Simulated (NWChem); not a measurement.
# C4H5N2 cation; SMILES c1c[nH+]ccn1

```xyz
11

C      0.0000     1.1447    -0.7536
C      0.0000     1.1754     0.6388
N      0.0000     0.0000     1.2841
C      0.0000    -1.1754     0.6388
C      0.0000    -1.1447    -0.7536
N      0.0000     0.0000    -1.4272
H      0.0000     2.0787    -1.3247
H      0.0000     2.0906     1.2344
H      0.0000     0.0000     2.3071
H      0.0000    -2.0906     1.2344
H      0.0000    -2.0787    -1.3247
```
Atoms are numbered in this order, from 1.

Level: PBE0/def2-SVP (NWChem), optimised geometry, unscaled harmonic frequencies. 

```tsv
frequency (cm⁻¹)	IR intensity (km/mol)
363	0.0
415	2.9
604	5.7
696	1.5
744	61.1
765	64.2
909	0.0
950	9.7
1021	3.6
1024	0.0
1036	17.1
1066	2.3
1101	1.2
1146	5.5
1239	0.9
1278	17.8
1345	38.9
1385	8.5
1519	9.3
1547	101.6
1679	0.1
1684	3.1
3225	2.1
3229	17.4
3261	39.8
3262	9.3
3553	200.7
```

| Item | Value |
|---|---|
| zero-point energy | 57.2 kcal/mol |
| thermal correction to the enthalpy at 298.15 K (with zero-point energy) | 60.5 kcal/mol |
| heat capacity Cv | 15.9 cal/(mol K) |
| entropy at 298.15 K and 1 atm (symmetry number 2) | 67.3 cal/(mol K) |

Rigid rotor and harmonic oscillator.
